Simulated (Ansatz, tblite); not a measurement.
Removing and adding an electron: TaSF3. The state is a singlet with charge 0. Geometry: PBE0-D4/def2-SVP. Ansatz, gas phase; energy differences of separate SCF runs; the oxidised species was run as a doublet alone; the reduced species was run as a doublet alone.

```xyz
5

Ta   -0.009   -0.066   -0.065
S     0.197    1.459    1.434
F    -0.065   -1.712    0.813
F     1.472    0.052   -1.193
F    -1.595    0.267   -0.990
```

In the def2 sets Ta takes a core potential; there is no spin–orbit coupling. The xTB rows come from tblite. HOMO above LUMO, or a gap near zero within one spin, warns that the state may not be the lowest or that an electron is smeared out.

| level | −HOMO (eV) | vertical IE (eV) | −LUMO (eV) | vertical EA (eV) | HOMO–LUMO gap (eV) | IE − EA (eV) | remarks |
| --- | --- | --- | --- | --- | --- | --- | --- |
| GFN1-xTB | 11.60 | 14.88 | 8.25 | 5.43 | 3.35 | 9.45 | – |
| GFN2-xTB | 11.74 | 15.13 | 8.91 | 5.88 | 2.82 | 9.25 | – |
| PBE-D4/def2-TZVP | 7.14 | 10.46 | 2.97 | – | 4.17 | – | – |
| PBE-D4/def2-TZVPD | 7.18 | – | 3.02 | 0.06 | 4.15 | – | HOMO above zero (-1 doublet), gap within one spin near zero (-1 doublet) |
| r2SCAN-D4/def2-TZVP | 7.45 | 10.53 | 2.89 | – | 4.56 | – | – |
| r2SCAN-D4/def2-TZVPD | 7.45 | – | 2.90 | 0.07 | 4.55 | – | HOMO above zero (-1 doublet) |
| PBE0-D4/def2-TZVP | 8.38 | 10.59 | 2.21 | – | 6.18 | – | – |
| PBE0-D4/def2-TZVPD | 8.39 | – | 2.24 | 0.28 | 6.15 | – | HOMO above zero (-1 doublet) |

   A HOMO above zero means that the electron is unbound at that level or that self-interaction error raises the level; the energy of removing that electron tells which. Raw xTB energy differences between charge states are shifted by several eV; the methods need an empirical correction for them.
